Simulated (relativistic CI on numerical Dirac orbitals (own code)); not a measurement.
**Ba²⁸⁺: q coefficients and field-shift factors**

Computed by Dirac-Coulomb-Breit CI, orbitals from a KLI potential per configuration, derivatives by finite differences, unscaled Slater integrals, QED left out (own radial code, finite nucleus).

Configuration list (outside the closed core [Ne] 3s2): 3p⁶3d¹⁰, 3p⁶3d⁹4s, 3p⁶3d⁹4p, 3p⁶3d⁹4d, 3p⁶3d⁹4f, 3p⁵3d¹⁰4s, 3p⁶3d⁸4s², 3p⁵3d¹⁰4p. Levels of other configurations are missing.

With x = (α/α₀)² − 1 an excitation energy changes as ω = ω₀ + qx; K = 2q/ω₀ is the relative enhancement. Terms are leading LS components, so labels can repeat. The field-shift factor is F = δν/δ⟨r²⟩ for the transition from the lowest level.

Lowest level 3p⁶3d¹⁰ ¹S0.

```
        Level  ω₀ (cm⁻¹)  q (cm⁻¹)          K  F (GHz/fm²)
 3p⁶3d⁹4s ³D3    5394278   -382500     -0.142          324
 3p⁶3d⁹4s ¹D2    5403971   -381300     -0.141          323
 3p⁶3d⁹4s ³D1    5525571   -251400     -0.091          325
 3p⁶3d⁹4s ³D2    5532688   -251600     -0.091          325
3p⁶3d⁹4p ³P°2    5855992   -339000     -0.116         36.6
3p⁶3d⁹4p ³F°3    5865192   -341900     -0.117         36.1
3p⁶3d⁹4p ³F°2    5989888   -210000    -0.0701         37.4
3p⁶3d⁹4p ³D°1    6003639   -202400    -0.0674         37.1
3p⁶3d⁹4p ³F°4    6042123   -134700    -0.0446           28
3p⁶3d⁹4p ¹D°2    6053897   -138400    -0.0457         28.7
3p⁶3d⁹4p ¹P°1    6058969   -137600    -0.0454         29.4
3p⁶3d⁹4p ³D°3    6068322   -134200    -0.0442           28
3p⁶3d⁹4p ³P°0    6153466     -2414  -0.000785         30.1
```

At this charge energies of transitions that change n are usually good to better than 1 %, and those within a shell (Δn = 0) to a few per cent.
